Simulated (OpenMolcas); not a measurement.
Fe2+ among 4 point charges of -1.62 e arranged as a square (D4h), 2.1 Å from the ion.

* Program: OpenMolcas 26.06
* Method: CASSCF
* Basis: ANO-RCC-VDZP [5s4p2d1f]
* Scalar Hamiltonian: DKH2, point nucleus
* Active space: 6 electrons in 5 orbitals (3d)
* State averaging: 2S+1 = 5 even, 5 roots; 2S+1 = 3 even, 45 roots; 2S+1 = 1 even, 50 roots
* Spin-orbit coupling: state interaction with AMFI integrals over the reference wave functions

**Question.** What is the spin-free ground state (labels of D4, the rotations of D4h)?

**Answer.** 5A1, 1-fold in its orbital part, 100 % from free-ion D terms; it has the highest spin that d6 allows.

**Question.** Where is the first state of the same spin?

**Answer.** 5E at 3670 cm-1 above the ground state.

**Question.** What are the lowest two levels with spin-orbit coupling?

**Answer.** A 1-fold level A1, then a 2-fold level E 10.6 cm-1 above it. Their leading multiplicities are 5 (100 %) and 5 (100 %).

**Question.** What is χT at 300 K, and how does it compare with the textbook value?

**Answer.** The lowest level has 2S+1 = 5, for which the spin-only value is χT = S(S+1) / 2 = 3.000 cm3 K/mol (g = 2). The computed 3.426 at 300 K differs by +0.426, through orbital momentum, spin-orbit coupling and any other state in reach.

Without dynamic correlation the repulsion within the d shell is too large (B by tens of per cent), so at a given field states of lower spin stand too high. This is an electrostatic model: the charges have no orbitals. No measured value stands beside these numbers.
